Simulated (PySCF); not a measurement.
Polarisability and C₆ of Cr²⁺ (chromium, charge +2)

[Ar] 3d4, high-spin 5D determinant. Calculation: PySCF 2.14, in ANO-RCC-VTZP (6s5p3d2f1g, 59 functions); the spin-free X2C one-electron Hamiltonian (Gaussian nucleus). Coupled (time-dependent) response in atomic units; α is the mean over directions. The basis has no added diffuse functions, which lowers α and C₆.

```csv
method,mean α (bohr³),"α xx, yy, zz",C₆ (like pair),S(−4)
HSE06,4.087,"3.809, 3.809, 4.643",12.29,11.64
```

S(−4) is the Cauchy moment in α(ω) = α(0) + S(−4) ω² + …

α(iu) at HSE06:

| u (hartree) | α(iu) (bohr³) |
| --- | --- |
| 0 | 4.087 |
| 0.0500 | 4.058 |
| 0.100 | 3.976 |
| 0.200 | 3.705 |
| 0.300 | 3.383 |
| 0.500 | 2.820 |
| 0.750 | 2.332 |
| 1.00 | 1.981 |
| 1.50 | 1.474 |
| 2.00 | 1.119 |
| 3.00 | 0.6861 |
| 5.00 | 0.3229 |

For an ion, C₆ is the dispersion term alone; charge-induced terms of lower order in 1/R come first.

The components differ because the open shell of this determinant is not spherical; for a pure term their mean is the scalar polarisability.
